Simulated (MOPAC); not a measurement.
A run for MOPAC: AM1 on SeCl, 2S+1 = 2, a spin state set in the input, which need not be the lowest, a point of a bond scan (R = 2.073 Å).

```
AM1 1SCF PRECISE CHARGE=0 UHF MS=0.5 THREADS=1
ClSe

Cl     0.00000000 1     0.00000000 1     0.00000000 1
Se     0.00000000 1     0.00000000 1     2.07306000 1
```

It printed:

```
*******************************************************************************
 **                                                                           **
 **                              MOPAC v23.2.5                                **
 **                                                                           **
 *******************************************************************************
 ** MOPAC's Digital Object Identifier: https://doi.org/10.5281/zenodo.6511958 **
 **                                                                           **
 ** Please cite the open-source release paper for use of this MOPAC version:  **
 ** J. E. Moussa and J. J. P. Stewart (2026)                                  **
 ** MOPAC: An open-source semiempirical molecular orbital program             **
 ** J. Open Source Softw., 11(119), 8025, https://doi.org/10.21105/joss.08025 **
 *******************************************************************************

                              AM1 CALCULATION RESULTS

 *******************************************************************************
 *  AM1        - The AM1 Hamiltonian to be used
 *  UHF        - UNRESTRICTED HARTREE-FOCK CALCULATION
 *
 *
 *
 *                 CHARGE ON SYSTEM = 0
 *
 *
 *
 *  MS=        - IN MECI, MAGNETIC COMPONENT OF SPIN =  0.5
 *  PRECISE    - TIGHTER CRITERIA TO BE USED
 *  1SCF       - DO 1 SCF AND THEN STOP
 *  THREADS=1  - MULTI-THREADING NOT USED
 *  T=         - A TIME OF 172800.0 SECONDS REQUESTED
 *  DUMP=N     - RESTART FILE WRITTEN EVERY 7200.0 SECONDS REQUESTED
 *******************************************************************************
AM1 1SCF PRECISE CHARGE=0 UHF MS=0.5 THREADS=1
 ClSe

   ATOM   CHEMICAL          X               Y               Z
  NUMBER   SYMBOL      (ANGSTROMS)     (ANGSTROMS)     (ANGSTROMS)

     1      Cl          0.00000000  *   0.00000000  *   0.00000000  *
     2      Se          0.00000000  *   0.00000000  *   2.07306000  *



          CARTESIAN COORDINATES

    NO.       ATOM           X           Y           Z

     1        Cl          0.0000      0.0000      0.0000
     2        Se          0.0000      0.0000      2.0731

 Cl: (AM1): M.J.S. DEWAR AND E. G. ZOEBISCH, THEOCHEM, 180, 1 (1988).
 Se: (AM1): J. J. P. STEWART, J. MOL. MOD., 10, 155-164 (2004)

           Empirical Formula: Cl Se  =     2 atoms



      MOLECULAR POINT GROUP   :   C*v


          UHF CALCULATION, NO. OF ALPHA ELECTRONS =    7
                           NO. OF BETA  ELECTRONS =    6

 -------------------------------------------------------------------------------
 AM1 1SCF PRECISE CHARGE=0 UHF MS=0.5 THREADS=1
 ClSe



     1SCF WAS SPECIFIED, SO BFGS WAS NOT USED
     SCF FIELD WAS ACHIEVED


                              AM1 CALCULATION
                                                       MOPAC v23.2.5 Linux




          FINAL HEAT OF FORMATION =          3.95599 KCAL/MOL =      16.55188 KJ/MOL


          COSMO AREA              =         84.82 SQUARE ANGSTROMS
          COSMO VOLUME            =         69.08 CUBIC ANGSTROMS

          IONIZATION POTENTIAL    =          7.621974 EV
          ALPHA SOMO LUMO (EV)    =         -8.176 -1.570
          BETA  SOMO LUMO (EV)    =         -7.622 -2.847
          NO. OF ALPHA ELECTRONS  =          7
          NO. OF BETA  ELECTRONS  =          6
          MOLECULAR WEIGHT        =        114.4130         POINT GROUP:  C*v

          MOLECULAR DIMENSIONS (Angstroms)

            Atom       Atom       Distance
           Se     2   Cl     1     2.07306
           Se     2   Cl     1     0.00000
           Cl     1   Se     2     0.00000


          SCF CALCULATIONS        =          1





   ATOM   CHEMICAL          X               Y               Z
  NUMBER   SYMBOL      (ANGSTROMS)     (ANGSTROMS)     (ANGSTROMS)

     1      Cl          0.00000000  *   0.00000000  *   0.00000000  *
     2      Se          0.00000000  *   0.00000000  *   2.07306000  *

                             CARTESIAN COORDINATES

   1   Cl        0.000000000     0.000000000     0.000000000
   2   Se        0.000000000     0.000000000     2.073060000


           Empirical Formula: Cl Se  =     2 atoms



      MOLECULAR POINT GROUP   :   C*v


          ALPHA EIGENVALUES
 -37.11825 -21.63787 -14.02126 -13.27575 -13.04196  -9.18646  -8.17554  -1.57009


           BETA EIGENVALUES
 -36.98236 -18.42203 -13.00296 -12.97170 -12.71430  -7.62197  -2.84684  -1.13672


              NET ATOMIC CHARGES AND DIPOLE CONTRIBUTIONS

  ATOM NO.   TYPE          CHARGE      No. of ELECS.   s-Pop       p-Pop
    1         Cl          -0.173237        7.1732     1.98997     5.18327
    2         Se           0.173237        5.8268     1.98507     3.84170
 DIPOLE           X         Y         Z       TOTAL
 POINT-CHG.     0.000     0.000     1.725     1.725
 HYBRID        -0.000    -0.000    -0.454     0.454
 SUM           -0.000    -0.000     1.271     1.271


          ATOMIC ORBITAL ELECTRON POPULATIONS

     Atom    s        px        py        pz
    1 Cl   1.98997   2.00000   1.91613   1.26713
    2 Se   1.98507   2.00000   1.08387   0.75783


                    (SZ)    =    0.500000
                    (S**2)  =    0.752017


          ATOMIC ORBITAL SPIN POPULATIONS

    Atom   Total    s     px     py     pz
         Atomic
    1 Cl  0.0521  0.001  0.000  0.084 -0.032
    2 Se  0.9479  0.005  0.000  0.916  0.026

 **********************
 *                    *
 * JOB ENDED NORMALLY *
 *                    *
 **********************




 == MOPAC DONE ==
```

The run finished.

Cost: around 0.020 core-seconds (rough).
